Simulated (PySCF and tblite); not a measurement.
C4H6BNSi, numbered as in [SiH3:1][c:2]1[cH:3][cH:4][b:5][n:6][cH:7]1.

First level. Conformers came from 45 starts (ETKDG, GFN2-xTB); geometries are GFN2-xTB. Weights use PBE0-D3(BJ)/def2-SVP energies plus GFN2-xTB zero-point and thermal terms (modes under about 100 cm⁻¹ blended into free rotors). Symmetry numbers and mirror images are counted. Conformers within 2.5 kcal/mol (GFN2-xTB free energy) were kept, 6 at most. GIAO shieldings: WP04/pcSseg-1. Shifts are against TMS (¹H), TMS (¹³C), TMS (²⁹Si), BF3·OEt2 (¹¹B), NH3 (¹⁵N) at the same level. Run with PySCF (density fitting) and tblite.

It gives, at 298.15 K, with 1 conformer (largest weight 100 %): ¹H: 7.96 (H3, 1H), 7.58 (H7, 1H), 5.50 (H4, 1H), 3.84 (H1, 3H) ppm. ¹³C: 165.9 (C3), 165.8 (C7), 128.8 (C2), 103.4 (C4) ppm. ²⁹Si: -73.3 (Si1) ppm. ¹¹B: 70.3 (B5) ppm. ¹⁵N: 291.8 (N6) ppm.

Second level: GFN2-xTB geometries, energies HF-D3(BJ)/6-31+G* (IEF-PCM, methanol), shieldings HSE06/pcSseg-1 (IEF-PCM, methanol), on up to 6 of the same conformers.

Question: How do the averaged shifts change?

Answer: 
| signal | first | second | change (ppm) |
| --- | --- | --- | --- |
| H1 | 3.84 | 4.46 | 0.62 |
| H3 | 7.96 | 8.65 | 0.69 |
| H4 | 5.50 | 6.20 | 0.69 |
| H7 | 7.58 | 7.96 | 0.38 |
| C2 | 128.8 | 128.2 | -0.7 |
| C3 | 165.9 | 169.8 | 3.9 |
| C4 | 103.4 | 108.6 | 5.2 |
| C7 | 165.8 | 168.8 | 3.0 |
| Si1 | -73.3 | -76.7 | -3.3 |

Unscaled ²⁹Si and ¹⁵N shifts at such levels can be off by tens of ppm; differences between conformers or isomers are more reliable. Shifts are unscaled: against experiment ¹³C can be off by 15 ppm or more and ¹H by 0.8 ppm.


¹⁵N shifts are against a computed isolated NH3 molecule, about 20 ppm from the liquid.